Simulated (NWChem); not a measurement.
System meant: C3H3FO2; SMILES FC1=COCO1

Here is an NWChem input.

```
start job
memory heap 200 mb stack 900 mb global 1100 mb
geometry units angstroms noautoz
  F     -0.012920    -2.006230     0.065245
  C      0.079248    -0.708824     0.006981
  C      1.130024     0.110921     0.046587
  O      0.669373     1.402456    -0.147379
  C     -0.708054     1.302552     0.098396
  O     -1.081255    -0.038559    -0.178136
  H      2.196739    -0.067663     0.127282
  H     -0.921767     1.514370     1.169935
  H     -1.265967     1.985368    -0.556536
end
basis spherical
  * library def2-svp
end
dft
  xc b3lyp
  iterations 4
  mulliken
end
task dft energy
```

End of the output:

```
    Atom       Charge   Shell Charges
 -----------   ------   -------------------------------------------------------
    1 F    9     9.01   1.98  1.01  0.72  3.21  2.07  0.01
    2 C    6     5.94   1.96  0.60  0.27  1.85  0.99  0.27
    3 C    6     6.06   1.96  0.60  0.31  1.92  1.12  0.14
    4 O    8     8.13   1.97  0.91  0.58  2.75  1.88  0.03
    5 C    6     5.81   1.96  0.60  0.29  1.79  0.97  0.20
    6 O    8     8.10   1.97  0.91  0.58  2.74  1.87  0.03
    7 H    1     0.97   0.63  0.27  0.07
    8 H    1     1.00   0.66  0.28  0.06
    9 H    1     0.98   0.66  0.26  0.06

 center of mass
 --------------
 x =   0.00114865 y =  -0.11280858 z =  -0.01727475

 moments of inertia (a.u.)
 ------------------
         511.860584244217          -0.000000000000          -0.000000000001
          -0.000000000000         204.440665061790           0.000000000005
          -0.000000000001           0.000000000005         697.412774804448

     Multipole analysis of the density
     ---------------------------------

     L   x y z        total         alpha         beta         nuclear
     -   - - -        -----         -----         ----         -------
     0   0 0 0     -0.000000    -23.000000    -23.000000     46.000000

     1   1 0 0      0.003234      0.001617      0.001617     -0.000000
     1   0 1 0      0.247113      0.123557      0.123557      0.000000
     1   0 0 1      0.170957      0.085479      0.085479     -0.000000

     2   2 0 0    -23.434535    -67.054604    -67.054604    110.674673
     2   1 1 0     -2.818658      2.045024      2.045024     -6.908706
     2   1 0 1     -0.065477      0.270233      0.270233     -0.605943
     2   0 2 0    -25.500860   -140.298238   -140.298238    255.095616
     2   0 1 1      0.276579     -0.721513     -0.721513      1.719604
     2   0 0 2    -24.764028    -16.305893    -16.305893      7.847758

 ------------------------------------------------------------------------
 dft energy failed                                                                                  0
 ------------------------------------------------------------------------
 ------------------------------------------------------------------------
  current input line :
    22: task dft energy
 ------------------------------------------------------------------------
 ------------------------------------------------------------------------
 This type of error is most commonly associated with calculations not reaching convergence criteria
 ------------------------------------------------------------------------
 For more information see the NWChem manual at https://nwchemgit.github.io

0:dft energy failed:Received an Error in Communication
```

Task: Find the fault in this run and fix the input.

Result: Convergence was not reached. Cause: the SCF was allowed too few iterations. This input runs:
```
start job
memory heap 200 mb stack 900 mb global 1100 mb
geometry units angstroms noautoz
  F     -0.012920    -2.006230     0.065245
  C      0.079248    -0.708824     0.006981
  C      1.130024     0.110921     0.046587
  O      0.669373     1.402456    -0.147379
  C     -0.708054     1.302552     0.098396
  O     -1.081255    -0.038559    -0.178136
  H      2.196739    -0.067663     0.127282
  H     -0.921767     1.514370     1.169935
  H     -1.265967     1.985368    -0.556536
end
basis spherical
  F library def2-svp
  C library def2-svp
  O library def2-svp
  H library def2-svp
end
dft
  xc b3lyp
  iterations 150
  mulliken
end
task dft energy
```
It converges to -366.06676 Ha (B3LYP/def2-SVP).
